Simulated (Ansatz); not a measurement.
`[OH][GeH]([Cl])[Br]` + HCl → `[Cl][GeH]([Cl])[Br]` + H₂O  (ligand exchange at a Ge–O bond)

Isolated molecules relaxed with PBE0-D4/def2-TZVP in Ansatz; ΔE leaves out vibrations. CCSD(T)/CBS is the MP2 limit (def2-TZVPP, def2-QZVPP) plus CCSD(T) − MP2 in def2-TZVPP, frozen cores. This one scheme is used for every species. DFT in def2-TZVPP. For Br, Ge outer-core shells are correlated without core-valence functions, which leaves a few kJ/mol of doubt a bond. Scalar relativity is left out up to krypton. Each species was taken in one conformer, which may not be the lowest.

`[OH][GeH]([Cl])[Br]`:

```xyz
6

O     1.025    0.656   -0.800
Ge    0.026   -0.170    0.380
Cl   -1.525    1.143    1.047
Br   -0.989   -1.984   -0.587
H     0.541    0.939   -1.581
H     0.921   -0.584    1.541
```

HCl:

```xyz
2

Cl   -0.402   -0.469    0.166
H     0.402    0.469   -0.166
```

`[Cl][GeH]([Cl])[Br]`:

```xyz
5

Cl   -1.299   -0.593    1.530
Ge    0.063   -0.130   -0.039
Cl   -1.063    0.495   -1.733
Br    1.404    1.588    0.631
H     0.895   -1.361   -0.389
```

H₂O:

Cartesian coordinates in Å:
```
O 0.324 -0.179 0.122
H -0.319 0.294 0.655
H -0.004 -0.115 -0.777
```

```tsv
level	ΔE (kJ/mol)
r2SCAN-D4	-28.3
B97M-V	-28.3
PBE	-30.3
RPA@PBE/def2-TZVPP	-22.8
CCSD/def2-SVP	-19.4
MP2/def2-TZVPP	-28.8
MP2/def2-QZVPP	-32.1
CCSD/CBS(def2)	-30.9
```

Question: What does CCSD(T)/CBS give? (An estimate is asked.)

Answer: The calculation gave: -31.0 kJ/mol. The listed levels differ from it by 2.7, 2.7, 0.7, 8.2, 11.6, 2.2, -1.1, 0.1 kJ/mol.

Largest T1 diagnostic among the species: 0.010.

Leaving LDA and LC-ωPBE aside and taking each functional with its dispersion term where it has one, the values, not all of them listed here, spread over 9.1 kJ/mol, from HSE06-D4 to CAM-B3LYP-D4. LDA lies +3.7 kJ/mol from PBE without D4. At CCSD(T), def2-SVP lies +12.2 kJ/mol from the extrapolated value and def2-TZVPP +5.7 kJ/mol.

CCSD(T)/CBS has its own doubt, a few kJ/mol and more with outer-core shells, so smaller differences from it don't rank the levels.
